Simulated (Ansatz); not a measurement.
`[F][In]([Cl])[SeH]` → Cl• + F• + H• + In• + Se•  (atomization)

Calculated with Ansatz (gas phase, PBE0-D4/def2-TZVP geometries, no zero-point term in ΔE). CBS: MP2 limit from def2 TZ/QZ plus the TZ coupled-cluster correction, frozen cores. This one scheme is used for every species, atoms too. DFT in def2-TZVPP. B3LYP here is the variant with VWN-RPA as its local correlation; programs differ in this. Open shells (•) are unrestricted, without spin–orbit coupling. Spin–orbit coupling would lower the free atoms: a little for Cl, F; clearly for Se; strongly for In. def2 core potentials past Kr. Bonds to In, Se are less sure, by a few kJ/mol each and by 10 to 20 or more in all where they break to atoms, as the def2 sets lack core-valence functions. Scalar relativity is left out up to krypton. One conformer a species, not always the lowest.

(1) What is ΔE at CCSD(T)/CBS? (Estimate.)

(2) What do these levels give: LDA (SPW92), B3LYP-D4, PBE, revPBE, r2SCAN0, CCSD/def2-SVP? (Estimate.)

Largest T1 diagnostic among the species: 0.015.

Answers

(1) Computed: +13.93 eV.

(2) The calculation gave: LDA (SPW92) 16.15, B3LYP-D4 13.31, PBE 13.80, revPBE 13.09, r2SCAN0 13.33, CCSD/def2-SVP 12.25 eV.

In def2-TZVPP, CCSD(T) changes the Hartree–Fock value by +4.06 eV (the triples alone add +0.37 eV) and MP2 by +4.54 eV; breaking electron pairs costs correlation energy, which Hartree–Fock lacks. At CCSD(T), def2-SVP lies −1.46 eV from the extrapolated value and def2-TZVPP −0.65 eV: correlation converges slowly with the basis, and small sets miss more of it in the bonded molecule than in its fragments. From BLYP to BHLYP (50 % exact exchange), in def2-TZVPP and without D4, ΔE moves by −0.51 eV: exact exchange takes away binding that semilocal exchange gives to molecules.

For atomizations the MP2-based limit and the directly extrapolated one differ by several kJ/mol either way, and by 10 to 25 for some Ge, Se and Sn compounds, so smaller differences from it don't rank the levels.
